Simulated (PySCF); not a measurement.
**Telling isomers of C5H6F2O4 apart by NMR**

[PySCF 2.14.0 with density-fitted response routines: geometry from GFN2-xTB; NMR shieldings at PBE0/pcSseg-1/GIAO; no relativistic terms; one conformer; no solvent; one averaged value for each set of equivalent atoms]

δ = σ(ref) − σ, references computed at the same level: $^{1}$H (σ = 31.72 ppm), $^{13}$C (σ = 186.93 ppm) against TMS. Splittings of carbon signals by F and P are missing where no couplings were computed. Where no couplings were computed, multiplicities follow the n + 1 count of equivalent neighbours, and m marks all less simple cases (inequivalent or close neighbours, rings, F or P nearby). Shifts are as computed. Against solution values, carbons near 30 ppm lie about +3 ppm off and those near 130 ppm about +5 ppm. Of 1211 compounds with measured shifts, 218 miss one by over three times the rms of a fit or turn the order of signals round; such compounds aren't used in these exercises.

(1) Tabulate the signals of `O=CO[C@@H]1CC(F)(F)OCO1`, `O=CO[C@@]1(F)COC[C@H](F)O1` and their relative energies.

(2) What is the quickest way to tell O=CO[C@@H]1CC(F)(F)OCO1 from O=CO[C@@]1(F)COC[C@H](F)O1?

Answers

(1) 
| SMILES | carbon types | δC | δH | E rel. (kcal/mol) |
| --- | --- | --- | --- | --- |
| O=CO[C@@H]1CC(F)(F)OCO1 | 1×C 2×CH 2×CH2 | 163.0, 128.7, 89.4, 89.3, 40.8 | 8.13 (s, 1H), 7.16 (m, 1H), 5.89 (m, 1H), 5.37 (m, 1H), 2.40 (m, 1H), 2.11 (m, 1H) | 0.0 |
| O=CO[C@@]1(F)COC[C@H](F)O1 | 1×C 2×CH 2×CH2 | 159.4, 120.4, 106.9, 77.6, 69.3 | 7.92 (m, 1H), 6.09 (m, 1H), 4.33 (m, 1H), 4.29 (m, 1H), 4.02 (m, 1H), 3.46 (m, 1H) | 17.1 |

Energies are electronic energies at PBE0/pcSseg-1 on these geometries, without zero-point or thermal terms, each for the one conformer computed, which needn't be the lowest.

(2) Both give the same number of carbon signals, with the same numbers of each carbon type, so the positions decide. The first has an sp3 CH2 in a ring at 40.8 ppm, the second an sp3 CH2 bonded to O at 69.3 ppm. Their most deshielded carbons lie at 163.0 and 159.4 ppm.
